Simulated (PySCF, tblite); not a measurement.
Breaking a bond: BeF, doublet.

GFN2-xTB, 300 K electronic temperature (tblite); ROKS-LDA (SVWN5) = restricted open-shell LDA (SVWN5)/cc-pVTZ run with PySCF 2.14.0; ROKS-BHandHLYP = restricted open-shell BHandHLYP/cc-pVTZ run with PySCF; UCCSD(T) = CCSD(T) on UHF/cc-pVTZ, 1 core orbital frozen (PySCF).

Energies relative to the lowest point of each curve near equilibrium, in kJ/mol:

| R / Å | GFN2-xTB | ROKS-LDA (SVWN5) | ROKS-BHandHLYP |
|---|---|---|---|
| 1.11 | 242.4 | 189.7 | 187.8 |
| 1.16 | 142.6 | 108.0 | 105.8 |
| 1.24 | 50.0 | 32.6 | 30.7 |
| 1.33 | 7.2 | 1.7 | 0.9 |
| 1.37 | 1.1 | 0.0 | 0.0 |
| 1.44 | 2.2 | 9.1 | 10.7 |
| 1.49 | 9.5 | 22.4 | 25.1 |
| 1.57 | 27.8 | 51.2 | 56.1 |
| 1.70 | 67.0 | 108.8 | 117.4 |
| 1.86 | 120.2 | 185.3 | 198.8 |
| 2.06 | 185.2 | 276.8 | 296.6 |
| 2.29 | 253.4 | 368.3 | 395.6 |

**Question.** Estimate the UCCSD(T) values at these points.

**Answer.** 1.11: 203.0; 1.16: 117.3; 1.24: 37.1; 1.33: 2.7; 1.37: 0.0; 1.44: 7.9; 1.49: 20.7; 1.57: 49.2; 1.70: 107.4; 1.86: 185.9; 2.06: 281.7; 2.29: 380.1 (kJ/mol).

The scan ran from 1.11 to 5.50 Å; beyond the distances shown one of the unrestricted levels run for this scan, shown here or not, changes its spin distribution in one step.
